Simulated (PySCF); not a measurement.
**Correlation energy of C⁺ (carbon, charge +1)**

[He] 2s1 2p1 3s1, high-spin 4P determinant (an excited configuration). Computed with PySCF 2.14 in aug-cc-pVQZ-DK, with scalar relativity by spin-free X2C-1e. Frozen: 1s2; 3 electrons correlated.

```tsv
level	correlation energy (mhartree)
CCSD	-12.59
(T)	-0.11
CCSD(T)	-12.70
```

Diagnostics: T1 = 0.0077, D1 = 0.0183, largest double amplitude 0.050.

Question: Is a single reference adequate?

Answer: Yes: T1 lies below 0.03 and no double amplitude reaches 0.07.
